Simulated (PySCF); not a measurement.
Functional dependence of a UV spectrum

CH₆AsNSi₂.
SMILES: `N#C[SiH2][AsH][SiH3]`

Linear-response calculations in the def2-SVPD basis (PySCF; singlets by full response, triplets Tamm–Dancoff, core orbitals frozen in the response; HF means time-dependent Hartree–Fock). 'Strongest' is the level of largest summed f among the singlets computed (10 roots, of which the last may lack a degenerate partner); it can jump between rows when another state enters that window. S1 is the lowest singlet of each run and needn't be the same state throughout; f(S1) is that of one state. Isolated species at its PBE0-D3(BJ)/def2-SVP geometry (one conformer only). Relativistic effects, spin–orbit coupling among them, are left out although an element past zinc is present.

```tsv
functional	kind	S1 (eV)	f(S1)	strongest (eV)	T1 (eV)	HOMO (eV)	gap (eV)	ionisation energy, ΔSCF (eV)
LDA	LDA	5.02	0.023	5.96	4.71	-6.97	4.84	9.75
PBE	GGA	5.13	0.022	6.07	4.76	-6.86	4.97	9.59
B3LYP	global hybrid, 20% exact exchange	5.63	0.042	6.58	5.09	-7.68	6.46	9.76
PBE0	global hybrid, 25% exact exchange	5.77	0.048	7.19	5.12	-7.88	6.86	9.73
BHandHLYP	global hybrid, 50% exact exchange	6.22	0.093	7.48	5.33	-8.77	8.67	9.72
CAM-B3LYP	range-separated hybrid	6.07	0.077	7.34	5.29	-9.07	9.07	9.81
wB97X-D	range-separated hybrid	6.09	0.087	7.38	5.38	-9.61	10.29	9.80
LC-wPBE	range-separated hybrid	6.38	0.052	7.63	5.40	-10.34	11.44	9.84
HF	Hartree–Fock	6.19	0.001	8.19	4.83	-10.15	12.12	not settled
```

S1 runs from 5.02 eV (LDA) to 6.38 eV (LC-wPBE), a spread of 1.36 eV, while the orbital gap spreads over 7.3 eV. −ε(HOMO) comes closest to its own ΔSCF ionisation energy with wB97X-D (-0.19 eV) and misses most with LDA (-2.78 eV). 'Not settled' means that the ion's SCF failed to converge or may have ended in another state than the lowest.
